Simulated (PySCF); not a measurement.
C6H3B, SMILES C#CB(C#C)C#C.

Coordinates come from a PBE0-D3(BJ)/def2-SVP optimisation.

Computed with PBE/def2-TZVP run with PySCF.

Symmetry labels are those of the subgroup C2v that the program uses (full group D3h).

**Question.** List the valence orbital energies around the gap with their symmetry. (The exact figures need the calculation; the answer reports its results.)

**Answer.** 
```
orbital  symmetry  energy (eV)
-------  --------  -----------
HOMO−7         A1       -10.95
HOMO−6         B1       -10.95
HOMO−5         B2        -8.33
HOMO−4         B2        -7.23
HOMO−3         A2        -7.23
HOMO−2         B1        -7.20
HOMO−1         A1        -7.20
HOMO           B1        -6.82
LUMO           B2        -3.67
LUMO+1         B1        -0.72
LUMO+2         A1        -0.72
LUMO+3         B2        -0.11
```
